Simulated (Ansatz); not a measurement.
Reaction (formal exchange of groups at the Si–F bond): `F[SiH2][SiH](F)F` + ethylene → `C=C[SiH](F)[SiH2]F` + H–F

Program: Ansatz. Geometries: PBE0-D4/def2-TZVP. ΔE: electronic, gas phase. CBS: MP2 limit from def2 TZ/QZ plus the TZ coupled-cluster correction, frozen cores. This one scheme is used for every species. Each species was taken in one conformer, which may not be the lowest.

```csv
species,CCSD(T)/CBS(def2) energy (Eh)
`F[SiH2][SiH](F)F`,-879.52477
`C=C`,-78.48111
`C=C[SiH](F)[SiH2]F`,-857.55847
H–F,-100.39570
```

Problem. Work out ΔE.

Solution. ΔE = (-857.55847) + (-100.39570) − (-879.52477) − (-78.48111) = 0.05171 Eh = +32.4 kcal/mol.

Largest T1 diagnostic among the species: 0.012.

In def2-TZVPP, CCSD(T) changes the Hartree–Fock value by −6.0 kcal/mol (the triples alone add −0.9 kcal/mol) and MP2 by −6.5 kcal/mol. The D4 term adds −2.3 kcal/mol with B3LYP and −1.3 kcal/mol with PBE0; it sums over pairs of atoms, weighted by their polarisabilities, and B3LYP, whose exchange is more repulsive, gets the larger term.

B3LYP here is the variant with VWN-RPA as its local correlation; programs differ in this.
